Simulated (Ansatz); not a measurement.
C$_{2}$H$_{10}$BNSi, SMILES `CBN(C)[SiH3]`, relaxed with RKS PBE0-D4/def2-TZVP in Ansatz from a PBE-D4/def2-SVP geometry. The force threshold is 0.005 eV/Å; the program also tests the step.

Total charge 0; spin multiplicity 1.

Start:

```xyz
15

C     0.933    1.921   -0.749
B    -0.196    1.086   -0.031
N    -0.202   -0.324    0.145
C     0.858   -1.220   -0.323
Si   -1.546   -1.134    0.989
H     0.481    2.531   -1.561
H     1.783    1.356   -1.180
H     1.347    2.663   -0.031
H    -1.161    1.684    0.426
H     1.344   -1.753    0.524
H     0.458   -1.994   -1.015
H     1.641   -0.656   -0.863
H    -2.565   -0.124    1.413
H    -2.166   -2.157    0.070
H    -1.009   -1.878    2.186
```

How much energy does the relaxation release, and in how many steps? (An estimate is asked.)

Ansatz gave: 0.06 eV, in 4 steps, 1 of them rejected.

Which bonds change most? (Best estimate.)

The calculation gave: N3–Si5 from 1.782 to 1.747 Å; B2–H9 from 1.224 to 1.203 Å; Si5–H15 from 1.508 to 1.489 Å; Si5–H14 from 1.508 to 1.489 Å.

Give the relaxed structure. (Estimate.)

Ansatz gave: 
```xyz
15

C     0.924    1.907   -0.742
B    -0.197    1.075   -0.028
N    -0.207   -0.321    0.149
C     0.846   -1.213   -0.318
Si   -1.522   -1.122    0.974
H     0.478    2.500   -1.548
H     1.764    1.350   -1.162
H     1.330    2.641   -0.037
H    -1.144    1.665    0.421
H     1.317   -1.739    0.519
H     0.446   -1.970   -1.002
H     1.620   -0.659   -0.846
H    -2.531   -0.127    1.397
H    -2.134   -2.131    0.066
H    -0.991   -1.857    2.156
```
